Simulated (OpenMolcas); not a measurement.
Si: terms and fine structure

```
Program             : OpenMolcas
Method              : SS-CASPT2, IPEA 0.25 Eh, imaginary shift 0.1 Eh (closed shells correlated: 2s 2p)
Basis               : ANO-RCC-VTZP [5s4p2d1f]
Scalar Hamiltonian  : DKH2, point nucleus
Active space        : 4 electrons in 4 orbitals (3s 3p)
State averaging     : 2S+1 = 3 even, 6 roots (3 in the spin-orbit step); 2S+1 = 1 even, 6 roots kept (CI in the orbitals of an earlier block); 2S+1 = 5 odd, 1 root; 2S+1 = 3 odd, 8 roots kept (CI in the orbitals of an earlier block)
Spin-orbit coupling : state interaction with AMFI integrals over the reference wave functions, term energies averaged over their components
```

Spin-free terms above the lowest, with the occupations of the reference:

```
Configuration  Term  E (eV)      Occupations
      3s2 3p2    3P  0.0000  3s 1.97 3p 2.03
      3s2 3p2    1D   0.714  3s 1.97 3p 2.03
      3s2 3p2    1S   1.686  3s 1.88 3p 2.12
       3s 3p3   5S*   3.643  3s 1.00 3p 3.00
       3s 3p3   3D*   5.580  3s 1.00 3p 3.00
       3s 3p3   3P*   7.053  3s 1.00 3p 3.00
```

With spin-orbit coupling, above the lowest level:

| Configuration | Term | J | E (eV) | Measured (eV) | g | Term weight % |
| --- | --- | --- | --- | --- | --- | --- |
| 3s2 3p2 | 3P | 0 | 0.0000 | 0.0000 |  | 100 |
| 3s2 3p2 | 3P | 1 | 0.0086 | 0.0096 | 1.501 | 100 |
| 3s2 3p2 | 3P | 2 | 0.0248 | 0.0277 | 1.501 | 100 |
| 3s2 3p2 | 1D | 2 | 0.731 | 0.7810 | 1.000 | 100 |
| 3s2 3p2 | 1S | 0 | 1.703 | 1.9087 |  | 100 |
| 3s 3p3 | 5S* | 2 | 3.660 | 4.1319 | 2.002 | 100 |
| 3s 3p3 | 3D* | 2 | 5.596 |  | 1.167 | 100 |
| 3s 3p3 | 3D* | 1 | 5.596 |  | 0.499 | 100 |
| 3s 3p3 | 3D* | 3 | 5.596 | 5.6192 | 1.334 | 100 |
| 3s 3p3 | 3P* | 0 | 7.070 |  |  | 100 |
| 3s 3p3 | 3P* | 1 | 7.070 |  | 1.501 | 100 |
| 3s 3p3 | 3P* | 2 | 7.070 |  | 1.501 | 100 |

Against the 6 measured excited levels shown (NIST Handbook of Basic Atomic Spectroscopic Data) the mean absolute deviation is 1000 cm-1; the largest miss in energy is 3s 3p3 5S* 2: computed 3.660, measured 4.1319 eV (-11.4 %).

Spin-orbit coupling puts the lowest level 0.0168 eV below the lowest spin-free term.

For 3P the intervals divided by the larger J are 69.0, 65.5 cm-1. Landé's interval rule makes them equal in pure LS coupling; they differ by 5 % of their mean. The multiplet is regular.

Term energies are means over components that CASPT2 splits; among the terms shown or strongly mixed into the levels shown the widest spread is 800 cm-1 (3s 3p3 3D*). Over all roots computed the reference weight is 0.85 to 0.98; the roots of lowest weight are the least certain, and an intruder state may touch them. Terms from blocks run as CI alone lack orbitals of their own. Terms of s pⁿ other than that of highest spin mix with s² pⁿ⁻² d, which this space lacks; all of them can be thousands of cm-1 off, and some have no real level of that name. Measured partners are found by configuration, term and J. A level has none where our copy of the source lacks it or the pairing is in doubt (some pairs that miss far off the trend of their configuration count as doubtful), and it then counts in no deviation. Levels of configurations outside the active space are missing. The first state left out of the spin-orbit step lies near 91000 cm-1 above the lowest spin-free state of the reference (among the parities and spins computed), and the list stops at four fifths of that energy or lower.

The term weight is that of the spin-free term in the level, not the purity of its configuration. * marks odd parity.
